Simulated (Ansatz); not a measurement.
`N[C](=O)[SnH3]`. Total charge 0; spin multiplicity 1. Correlated methods include outer-core shells of Sn, which these sets cover unevenly. Sn takes the def2 core potential.

Cartesian coordinates in Å:
```
N -1.345 0.572 0.801
C -0.365 -0.359 0.768
O -0.256 -1.236 1.593
Sn 1.076 -0.224 -0.891
H -1.415 1.290 0.104
H -2.024 0.542 1.548
H 0.697 1.096 -1.919
H 1.005 -1.676 -1.774
H 2.628 -0.006 -0.229
```

Task: Give the diagnostics of a CCSD(T)/def2-TZVPP run (frozen core, Ansatz 0.2.0). (An estimate is asked.)

Result: Ansatz gave: T1 = 0.0162, largest single amplitude 0.036, largest double 0.028, (T) share of the correlation energy 3.7 %, 11 CCSD cycles. The RHF solution is stable towards an unrestricted one. T1 lies under the customary mark of 0.02 for closed shells.
